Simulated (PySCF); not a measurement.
Compound: C6H9FO.
Z-matrix (Å and degrees, GFN2-xTB geometry), rows numbered from 1:
```
F 
C   1  1.3757
C   2  1.5223  1  110.01
C   3  1.5340  2  111.30  1   179.15
C   4  1.4825  3  111.69  2   -65.32
C   5  1.3381  4  139.47  3   -95.72
C   6  1.5015  5   87.81  4   178.80
O   5  1.3905  4  123.93  3    82.54
H   2  1.0932  1  106.86  3   121.54
H   2  1.0949  1  106.67  3  -121.17
H   3  1.0915  2  108.99  1   -59.87
H   3  1.0919  2  109.12  1    57.95
H   4  1.0920  3  109.40  2    55.31
H   4  1.0910  3  109.30  2   174.61
H   6  1.0669  5  137.68  4    -1.76
H   7  1.0892  6  116.89  5   112.18
H   7  1.0896  6  117.14  5  -112.97
```

Theory: TDDFT wB97X-D/def2-SVPD, vertical, gas phase, core orbitals frozen in the response in PySCF 2.14.0, density-fitted response routines.

Kohn–Sham orbitals with the atoms that hold most of them (Löwdin shares over 4%, at most four atoms; ? is withheld):

```
orbital  ε (eV)                            atoms
 LUMO+2    2.72  H14 12%, C4 10%, C7 10%, O8 10%
 LUMO+1    2.45  C6 22%, C7 19%, C5 11%, H16 10%
   LUMO    2.07                                ?
   HOMO   -8.50    C6 37%, O8 25%, C5 22%, C7 6%
 HOMO-1  -11.04                                ?
 HOMO-2  -11.35  F1 30%, C2 21%, C3 16%, H10 12%
 HOMO-3  -11.47   O8 19%, C3 13%, F1 12%, C7 11%
```

Task: Which atoms hold the HOMO-1, and with what shares?

Result: O8 (bonded to 2 C) 22%; F1 (bonded to C) 17%; C2 (bonded to C, F and 2 H) 11%; C7 (bonded to C, O and 2 H) 9%. By element: oxygen 22%, carbon 20% or more, fluorine 17%.

Task: Give the leading atoms of the LUMO.

Result: C5 (bonded to 2 C and O) 20%; C6 (bonded to 2 C and H) 19%; C4 (bonded to 2 C and 2 H) 12%; C3 (bonded to 2 C and 2 H) 7%.

Task: The HOMO–LUMO gap is 10.57 eV. Where does the response calculation put the lowest singlet, and from which orbitals?

Result: S1 is at 6.47 eV (f = 0.195), 4.10 eV below the gap, made of HOMO→LUMO (87%). Without the coupling terms of the response equations the lowest excitation would equal the gap.

Task: Give energy, strength and leading configuration of S1 and S2, and follow the Löwdin shares of the leading atoms from the occupied to the empty orbital.

Result: 
- S1 (6.47 eV, f 0.195), HOMO→LUMO (87%): C6 37% → 19%, O8 25% → at most 8%, C5 22% → 20%
- S2 (6.65 eV, f 0.025), HOMO→LUMO+1 (87%): C6 37% → 22%, O8 25% → at most 11%, C7 6% → 19%

Löwdin shares depend on the basis, the more so with diffuse functions.

One conformer stands for the species.
